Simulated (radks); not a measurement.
All-electron atom: Ag XXXVII in [Ne] 3s1. All-electron calculation, scalar-relativistic Kohn-Sham, PBE, spin-polarised, spherical densities, finite nucleus; open shells are filled with parallel spins first (spin-orbit coupling, left out, can overturn this in heavy ions); Fermi nuclear charge, rms radius 4.5454 fm. Program: a radial shooting solver on a logarithmic mesh with Libxc functionals.

Unscreened Slater integrals over Kohn-Sham orbitals (cm^-1). They are taken over the spin-up orbitals.

| integral | value |
|---|---|
| F0(3s,3s) | 617260 |
| F0(3s,2p) | 807670 |
| G1(3s,2p) | 85040 |
| F0(3s,2s) | 789590 |
| G0(3s,2s) | 67693 |
| F0(3s,1s) | 925970 |
| G0(3s,1s) | 47974 |
| F0(2p,2p) | 1735500 |
| F2(2p,2p) | 825820 |
| F0(2p,2s) | 1589400 |
| G1(2p,2s) | 901680 |
| F0(2p,1s) | 2358200 |
| G1(2p,1s) | 443220 |
| F0(2s,2s) | 1497300 |
| F0(2s,1s) | 2105900 |
| G0(2s,1s) | 207710 |
| F0(1s,1s) | 6657100 |
